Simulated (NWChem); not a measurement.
The numbers come from NWChem runs, not from measurements. System: H₂ClFOSi, charge 1, spin multiplicity 2, at the geometry of a parent with another charge or spin, in a state set for the comparison that need not be this species' ground state. Its SCF solution wasn't tested for a lower state.

Job file:

```
start mol
memory heap 200 mb stack 900 mb global 1100 mb
charge 1
geometry units angstroms nocenter noautoz noautosym
  O      1.484326    -0.937496    -0.339452
  Si    -0.078780    -0.566855    -0.033359
  F     -0.904607    -0.403946    -1.409904
  Cl    -0.236176     1.235740     0.933462
  H      2.047930    -0.280261    -0.759480
  H     -0.663176    -1.655858     0.762413
end
basis spherical
  * library 3-21g
end
dft
  xc b3lyp
  odft
  mult 2
  semidirect memsize 60000000 filesize 0
  iterations 100
end
task dft energy
```

The output up to the point where the run's verdict is printed (cleaned and shortened):

```
             Northwest Computational Chemistry Package (NWChem) 7.3.0
             --------------------------------------------------------

                                NWChem Input Module
                                -------------------

 Scaling coordinates for geometry "geometry" by  1.889725989
 (inverse scale =  0.529177249)

                             Geometry "geometry" -> ""
                             -------------------------

 Output coordinates in angstroms (scale by  1.889725989 to convert to a.u.)

  No.       Tag          Charge          X              Y              Z
 ---- ---------------- ---------- -------------- -------------- --------------
    1 O                    8.0000     1.48432600    -0.93749600    -0.33945200
    2 Si                  14.0000    -0.07878000    -0.56685500    -0.03335900
    3 F                    9.0000    -0.90460700    -0.40394600    -1.40990400
    4 Cl                  17.0000    -0.23617600     1.23574000     0.93346200
    5 H                    1.0000     2.04793000    -0.28026100    -0.75948000
    6 H                    1.0000    -0.66317600    -1.65585800     0.76241300

 Effective nuclear repulsion energy (a.u.)     228.2526774210

            Nuclear Dipole moment (a.u.)
            ----------------------------
        X                 Y               Z
 ---------------- ---------------- ----------------
    -0.0000245664     0.0000170075     0.0000170075


 Summary of "ao basis" -> "" (spherical)
 ------------------------------------------------------------------------------
       Tag                 Description            Shells   Functions and Types
 ---------------- ------------------------------  ------  ---------------------
 *                           3-21g                    on all atoms

                                 NWChem DFT Module
                                 -----------------

 Summary of "ao basis" -> "ao basis" (spherical)
 ------------------------------------------------------------------------------
       Tag                 Description            Shells   Functions and Types
[...]
 d= 0,ls=0.5,diis    75   -920.9597187808 -3.02D-06  1.04D-05  5.36D-06    18.7
                                                     9.88D-05  5.38D-06
 d= 0,ls=0.5,diis    76   -920.9597216712 -2.89D-06  2.52D-06  5.49D-06    18.9
                                                     7.64D-05  5.43D-06
 d= 0,ls=0.5,diis    77   -920.9597247733 -3.10D-06  2.88D-06  4.17D-06    19.1
                                                     7.40D-05  4.25D-06
 d= 0,ls=0.5,diis    78   -920.9597274888 -2.72D-06  1.11D-05  3.20D-06    19.3
                                                     9.14D-05  3.35D-06
 d= 0,ls=0.5,diis    79   -920.9597297166 -2.23D-06  4.23D-06  3.61D-06    19.6
                                                     7.59D-05  3.50D-06
 d= 0,ls=0.5,diis    80   -920.9597319370 -2.22D-06  7.19D-06  3.20D-06    19.8
                                                     8.16D-05  3.05D-06
 d= 0,ls=0.5,diis    81   -920.9597338686 -1.93D-06  8.62D-06  3.32D-06    20.0
                                                     8.58D-05  3.12D-06
 d= 0,ls=0.5,diis    82   -920.9597358861 -2.02D-06  5.00D-06  3.05D-06    20.2
                                                     7.75D-05  2.83D-06
 d= 0,ls=0.5,diis    83   -920.9597378039 -1.92D-06  6.24D-06  2.60D-06    20.5
                                                     7.95D-05  2.41D-06
 d= 0,ls=0.5,diis    84   -920.9597394861 -1.68D-06  1.71D-06  2.47D-06    20.7
                                                     6.06D-05  2.33D-06
 d= 0,ls=0.5,diis    85   -920.9597411359 -1.65D-06  1.07D-05  1.81D-06    20.9
                                                     8.13D-05  1.75D-06
 d= 0,ls=0.5,diis    86   -920.9597422057 -1.07D-06  1.55D-05  2.41D-06    21.1
                                                     1.00D-04  2.20D-06
 d= 0,ls=0.5,diis    87   -920.9597432104 -1.00D-06  1.11D-05  3.17D-06    21.4
                                                     9.61D-05  2.77D-06
 d= 0,ls=0.5,diis    88   -920.9597443310 -1.12D-06  5.24D-06  3.47D-06    21.6
                                                     8.24D-05  2.99D-06
 d= 0,ls=0.5,diis    89   -920.9597455386 -1.21D-06  2.06D-06  3.35D-06    21.8
                                                     7.13D-05  2.86D-06
 d= 0,ls=0.5,diis    90   -920.9597467065 -1.17D-06  2.63D-06  2.94D-06    22.0
                                                     6.88D-05  2.50D-06
 d= 0,ls=0.5,diis    91   -920.9597476950 -9.88D-07  3.60D-06  2.51D-06    22.2
                                                     6.78D-05  2.16D-06
 d= 0,ls=0.5,diis    92   -920.9597485065 -8.12D-07  9.71D-06  2.19D-06    22.5
                                                     8.35D-05  1.89D-06
 d= 0,ls=0.5,diis    93   -920.9597489283 -4.22D-07  2.18D-06  2.38D-06    22.7
                                                     6.41D-05  2.08D-06
 d= 0,ls=0.5,diis    94   -920.9597496968 -7.68D-07  5.97D-06  1.91D-06    22.9
                                                     4.72D-05  1.66D-06
 d= 0,ls=0.5,diis    95   -920.9597505898 -8.93D-07  2.55D-06  9.63D-07    23.1
                                                     4.70D-05  8.85D-07
 d= 0,ls=0.5,diis    96   -920.9597510410 -4.51D-07  1.63D-06  6.96D-07    23.4
                                                     4.60D-05  6.62D-07
 d= 0,ls=0.5,diis    97   -920.9597513396 -2.99D-07  4.82D-06  5.86D-07    23.6
                                                     2.78D-05  5.73D-07
 d= 0,ls=0.5,diis    98   -920.9597517362 -3.97D-07  4.07D-06  3.35D-07    23.8
                                                     3.96D-05  3.34D-07
 d= 0,ls=0.5,diis    99   -920.9597518281 -9.18D-08  9.36D-07  4.44D-07    24.0
                                                     2.96D-05  4.24D-07
 d= 0,ls=0.5,diis   100   -920.9597520207 -1.93D-07  9.93D-07  3.33D-07    24.3
                                                     2.74D-05  3.24D-07
```

The run did not converge; its last values are not results. The next line reads: Calculation failed to converge. NWChem stopped with the message: dft energy failed.
